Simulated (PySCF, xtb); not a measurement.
H₉Si₄, SMILES [SiH2]([SiH][SiH3])[SiH3] (connectivity only; charge and spin as stated), charge +1, multiplicity 1.

GFN2-xTB in xtb 6.7.1 at its own geometry gives an orbital gap of 1.81 eV.

Geometry: B3LYP-D3(BJ)/def2-SVP. The spin state was assumed, not searched. The isomer is the one that the SMILES or the coordinates give; other isomers of the formula were not compared. The values are those of a single conformer.

What does PySCF with CAM-B3LYP/def2-TZVP give? (Estimate from the structure and the level; the computed values follow.)

gap 6.18 eV (levels -13.62 and -7.44 eV).
